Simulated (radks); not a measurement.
The numbers below are computed, except where a source is named.
The nuclear charge of the bromine ion Br2+ is varied continuously with 33 electrons held in [Ar] 3d10 4s2 4p3. Level of theory: Dirac Kohn-Sham, PBE, spin-unpolarised, spherical densities, finite nucleus; open shells fill j = l - 1/2 first; Fermi nuclear charge, rms radius 4.1629 fm (a radial shooting solver on a logarithmic mesh with Libxc functionals). By the Hellmann-Feynman theorem dE/dZ = E(electron-nucleus)/Z, the electronic potential at the nucleus (averaged over a nucleus of fixed radius).

| Z | E (hartree) | E(electron-nucleus)/Z (hartree) | HOMO | e(HOMO) (eV) | <r> HOMO (bohr) |
|---|---|---|---|---|---|
| 34 | -2429.71075 | -172.189 | 4p3/2 | -15.192 | 2.136 |
| 34.1 | -2446.96360 | -172.868 | 4p3/2 | -16.357 | 2.103 |
| 34.2 | -2464.28438 | -173.548 | 4p3/2 | -17.547 | 2.072 |
| 34.3 | -2481.67311 | -174.227 | 4p3/2 | -18.761 | 2.043 |
| 34.4 | -2499.12976 | -174.906 | 4p3/2 | -20.001 | 2.015 |
| 34.5 | -2516.65434 | -175.585 | 4p3/2 | -21.264 | 1.987 |
| 34.6 | -2534.24685 | -176.265 | 4p3/2 | -22.551 | 1.961 |
| 34.7 | -2551.90728 | -176.944 | 4p3/2 | -23.861 | 1.936 |
| 34.8 | -2569.63563 | -177.623 | 4p3/2 | -25.195 | 1.912 |
| 34.9 | -2587.43190 | -178.302 | 4p3/2 | -26.552 | 1.888 |
| 35 | -2605.29610 | -178.982 | 4p3/2 | -27.931 | 1.865 |
| 35.1 | -2623.22823 | -179.661 | 4p3/2 | -29.333 | 1.843 |
| 35.2 | -2641.22829 | -180.340 | 4p3/2 | -30.758 | 1.822 |
| 35.3 | -2659.29629 | -181.020 | 4p3/2 | -32.204 | 1.802 |
| 35.4 | -2677.43224 | -181.699 | 4p3/2 | -33.673 | 1.782 |
| 35.5 | -2695.63614 | -182.379 | 4p3/2 | -35.163 | 1.762 |
| 35.6 | -2713.90800 | -183.058 | 4p3/2 | -36.675 | 1.744 |
| 35.7 | -2732.24783 | -183.738 | 4p3/2 | -38.208 | 1.725 |
| 35.8 | -2750.65563 | -184.418 | 4p3/2 | -39.763 | 1.707 |
| 35.9 | -2769.13143 | -185.098 | 4p3/2 | -41.339 | 1.690 |
| 36 | -2787.67523 | -185.778 | 4p3/2 | -42.936 | 1.673 |

The central difference of E at Z = 35 is -178.982 hartree, to compare with the third column; the second derivative is -6.79 hartree.
